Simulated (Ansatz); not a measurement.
Mulliken charges of BFH₄O₂Si (`BO[SiH](O)F`) from B3LYP/def2-TZVPP in Ansatz (PBE0-D4/def2-TZVP geometry).

```csv
atom,x (Å),y (Å),z (Å),charge (e)
B1,0.050,1.050,1.564,0.061
O2,0.493,0.648,0.353,-0.283
Si3,-0.142,-0.310,-0.805,0.780
O4,0.868,-1.568,-0.950,-0.367
F5,-0.184,0.522,-2.155,-0.308
H6,0.756,1.771,2.207,0.016
H7,-1.023,0.683,1.965,0.007
H8,-1.526,-0.698,-0.485,-0.097
H9,0.796,-2.145,-1.711,0.190
```

Task: By hand: the dipole of these point charges (1 e Å = 4.8032 D).

Result: Σ q r = (-0.205, -0.253, 0.151) e Å, of length 0.359 e Å = 1.72 D.

Task: How does the dipole of the full density compare? (An estimate is asked.)

Result: Ansatz gave: (-0.168, -0.342, -0.125) e Å, 1.93 D; the point charges give 0.89 times that, at 45° from its direction.

Point charges leave out the atoms' own dipoles, such as those of lone pairs, and Mulliken's split depends on the basis, so the two needn't agree.

B3LYP here is the variant with VWN-RPA as its local correlation; programs differ in this.
